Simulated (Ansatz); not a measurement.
# singlet Cd: levels of theory in one basis

A single Cd atom.

Basis set: def2-SVP (spherical functions, with the set's core potentials past Kr). All electrons outside the core potentials are correlated. Charge 0, multiplicity 1.

Computed with Ansatz (development build ahead of 0.2.0); each method stands on the lowest determinant of its kind that the runs found.

```tsv
method	E − E(RHF) (eV)	<S²> of the determinant
RHF	0.00	0.00
RHF-MP2	-9.89	–
RHF-CCSD	-9.57	–
```

(1) What does RHF-CCSD(T) give on the same scale?

(2) Is a single determinant a sound starting point here?

## Answers

(1) -9.80 eV.

(2) By this sign, yes. Unrestricted orbitals gain 0.00 eV and <S²> is 0.00 against 0.00 for a pure state.
